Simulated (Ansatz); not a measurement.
Cl4FNb, SMILES `[F][Nb]([Cl])([Cl])([Cl])[Cl]`. The species carries charge 0 and has multiplicity 1. Nb: def2 effective core potential. The geometry is a stationary point of PBE0-D4/def2-TZVP.

```xyz
6

F    -0.776   -0.672   -1.593
Nb   -0.024   -0.021   -0.049
Cl   -1.446   -1.435    1.101
Cl    1.790   -0.967    0.905
Cl    1.302    1.312   -1.395
Cl   -0.846    1.783    1.031
```

What is the dipole moment at r2SCAN/def2-TZVPP? (An estimate is asked.)

Computed: 0.58 D, with components (0.24, 0.21, 0.49) D in this frame, pointing from negative to positive charge.

And with PBE, B3LYP, ωB97M-V? (Estimate.)

The calculation gave: PBE 0.56 D, B3LYP 0.69 D, ωB97M-V 0.64 D.

Give the Mulliken charges with r2SCAN, ωB97M-V, PBE in def2-TZVPP. (Best estimate.)

The calculation gave: 
```tsv
atom	r2SCAN	ωB97M-V	PBE
F1	-0.29	-0.29	-0.25
Nb2	1.16	0.96	0.99
Cl3	-0.24	-0.20	-0.20
Cl4	-0.19	-0.14	-0.16
Cl5	-0.24	-0.20	-0.20
Cl6	-0.19	-0.14	-0.16
```

B3LYP here is the variant with VWN-RPA as its local correlation; programs differ in this.
